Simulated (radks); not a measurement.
Task: All-electron atom: the oxygen ion O2+ in [He] 2s2 3s2 (not the ground configuration). Calculated with a radial shooting solver on a logarithmic mesh with Libxc functionals: Dirac Kohn-Sham, PBEsol, spin-unpolarised, spherical densities, point nucleus. Some entries of the table are withheld. Estimate them.

orbital  occ.  eigenvalue (hartree)  <r^2> (bohr^2)  <1/r> (bohr^-1)
1s1/2       2             -21.77662         0.05350            7.637
2s1/2       2                   (1)           1.054            1.546
3s1/2       2              -0.77241             (2)           0.5276

Result: 
(1) 2s1/2 eigenvalue (hartree): -2.91727
(2) 3s1/2 <r^2> (bohr^2): 7.972
